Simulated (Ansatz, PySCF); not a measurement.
Process, species as SMILES: FSF [fluoro thiohypofluorite] + H+ -> F[SH+]F
Geometries: B3LYP-D3(BJ)/def2-TZVP minima from Ansatz (a program for electronic structure).

Quantity: proton affinity (electronic energy difference), positive where the reaction releases energy, in kcal/mol. Valence correlation only, unless marked. No spin-orbit coupling. No relativistic terms. CBS marks a two-point X^-3 extrapolation of the correlation energy; Hartree-Fock from the larger set.

CCSD(T)/CBS(cc-pV(T+d)Z,cc-pV(Q+d)Z) (Ansatz) gives 165.8 kcal/mol.

### Question
Another calculation gave 167.6 kcal/mol. Which level was it?
(A) wB97M-V/def2-TZVPD (Ansatz)
(B) M06-L/def2-TZVPD (PySCF)
(C) TPSS/def2-TZVPD (PySCF)

### Answer
C, TPSS/def2-TZVPD (PySCF). The others give 162.4 (wB97M-V), 172.4 (M06-L) kcal/mol.
